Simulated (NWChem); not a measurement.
System: CH$_{4}$MgO; SMILES C[O][MgH]

```xyz
7

Mg     0.0000     0.0000    -1.4031
H      0.0000     0.0000    -3.1015
O      0.0000     0.0000     0.3675
C      0.0000     0.0000     1.7521
H      0.7241     0.7241     2.1620
H     -0.9892     0.2651     2.1620
H      0.2651    -0.9892     2.1620
```
Atoms are numbered in this order, from 1.

All runs: NWChem. Pople sets run with spherical d functions. Medium grid unless said otherwise, to which SCAN and Minnesota functionals are sensitive. Structure relaxed at the B3LYP/6-31G* (spherical d) level. Total energies of different functionals are on different scales.

```json
[
 {"level": "B3LYP/6-31G*", "energy (Ha)": "-315.8264", "highest occupied level (eV)": "-6.64", "orbital gap (eV)": "5.97", "dipole (D)": "0.46"},
 {"level": "PBE/6-31G*", "energy (Ha)": "-315.5307", "highest occupied level (eV)": "-5.37", "orbital gap (eV)": "4.23", "dipole (D)": "0.50"},
 {"level": "LRC-wPBEh/6-31G*", "energy (Ha)": "-315.5814", "highest occupied level (eV)": "-8.76", "orbital gap (eV)": "9.96", "dipole (D)": "0.42"},
 {"level": "revPBE/6-31G*", "energy (Ha)": "-315.7152", "highest occupied level (eV)": "-5.32", "orbital gap (eV)": "4.28", "dipole (D)": "0.50"},
 {"level": "r2SCAN/6-31G*", "energy (Ha)": "-315.7050", "highest occupied level (eV)": "-5.67", "orbital gap (eV)": "5.04", "dipole (D)": "0.50"},
 {"level": "TPSSh/6-31G*", "energy (Ha)": "-315.8183", "highest occupied level (eV)": "-6.07", "orbital gap (eV)": "5.47", "dipole (D)": "0.54"},
 {"level": "KT2/6-31G*", "energy (Ha)": "-319.5228", "highest occupied level (eV)": "-5.49", "orbital gap (eV)": "4.25", "dipole (D)": "0.40"},
 {"level": "M06-2X/6-31G*", "energy (Ha)": "-315.7201", "highest occupied level (eV)": "-8.47", "orbital gap (eV)": "8.50", "dipole (D)": "0.33"},
 {"level": "B97-2/6-31G*", "energy (Ha)": "-315.7628", "highest occupied level (eV)": "-6.61", "orbital gap (eV)": "6.26", "dipole (D)": "0.43"}
]
```
